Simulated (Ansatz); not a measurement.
Z-matrix (Å, degrees):
```
In
O 1 1.9981
H 2 0.9625 1 113.17
O 1 1.9983 2 105.95 3 180.00
H 4 0.9625 1 113.18 2 -179.99
C 1 2.1604 2 127.12 3 -0.16
H 6 1.0876 1 109.81 2 19.65
H 6 1.0881 7 109.95 1 -120.49
H 6 1.0889 7 109.55 8 -120.18
```
Charge 0, multiplicity 1.

All values below come from frozen-core CCSD(T)/def2-TZVPP // B3LYP-D3(BJ)/def2-TZVP in Ansatz (a first-principles code).

```json
{
  "HF energy": "-379.82398 Ha",
  "MP2 correlation energy": "-0.96318 Ha"
}
```

Q: Estimate the CCSD correlation energy, the (T) correction, the total energy and the T1 diagnostic.

A: 
The CCSD correlation energy is -0.97012 Ha and the (T) correction comes out as -0.03505 Ha. The CCSD(T) total energy is -380.82914 Ha and the T1 diagnostic is 0.016.
